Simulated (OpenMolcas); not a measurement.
V4+: moving the ligands

V4+ with its 6 nearest chloride ions at 2.377 Å, on the Zr site of Cs2ZrCl6 (a = 10.407 Å, distance in the model lattice 2.446 Å). The rest of the host is ab initio model potentials to 7.6 Å and point charges beyond; the distance is set by hand and nothing relaxes. Ligand basis ANO-RCC-VDZP.

```json
{
 "Program": "OpenMolcas 26.06",
 "Method": "SS-CASPT2, IPEA 0.25 Eh, imaginary shift 0.1 Eh (closed shells correlated: 3s 3p and the ligand valence shells)",
 "Basis": "ANO-RCC-VTZP [6s5p3d2f1g]",
 "Scalar Hamiltonian": "DKH2, point nucleus",
 "Active space": "1 electron in 5 orbitals (3d)",
 "State averaging": "2S+1 = 2 even, 5 roots",
 "Spin-orbit coupling": "state interaction with AMFI integrals over the reference wave functions"
}
```

Runs around this geometry, states (labels of O, the rotations of Oh). Energies in cm-1 above the lowest state or level, χT in cm3 K/mol; under a threefold ground state the first gap can be a small split of the lowest multiplet, not the spin-orbit step; 10Dq is the gap between the two states.

```
R (Å)  Ground state  First state of that spin   10Dq  First gap with spin-orbit (degeneracies)  χT at 300 K
 2.34           2T2                  2E 22350  22347                                330 (4, 2)        0.368
2.377           2T2                  2E 21580  21579                                330 (4, 2)        0.369
2.446           2T2                  2E 20670  20673                                330 (4, 2)        0.372
```

Taking |10Dq| as R^-n, n = -ln(20673 / 22347) / ln(2.446 / 2.34) = 1.8 between the shortest and longest distance. The point-charge formula for a cubic d site gives n = 5.

Roots that are degenerate in the reference are averaged as groups; the widest CASPT2 spread within a group is 180 cm-1 (the 3-fold group of multiplicity 2 near 0 cm-1 above the lowest state of its run, R = 2.34). Shifts and gaps below about the spread of the groups concerned are not significant. Over all roots computed the reference weight is 0.64 to 0.65 in R = 2.34, 0.64 in R = 2.377, 0.64 in R = 2.446; a low but even weight reflects the number of correlated electrons. An orbital triplet at a regular site is open to Jahn-Teller coupling, which can distort the site and quench the lowest spin-orbit gaps and is left out. The least metal-like active orbital is 75 % on the metal (Löwdin) and no ligand orbital is active, so the numbers are rough. Ligand-to-metal charge-transfer states are missing. With one d shell and no ligand orbital active, 10Dq can be off by a tenth or more. No measured value stands beside these numbers; the geometry was set by hand and not optimised.
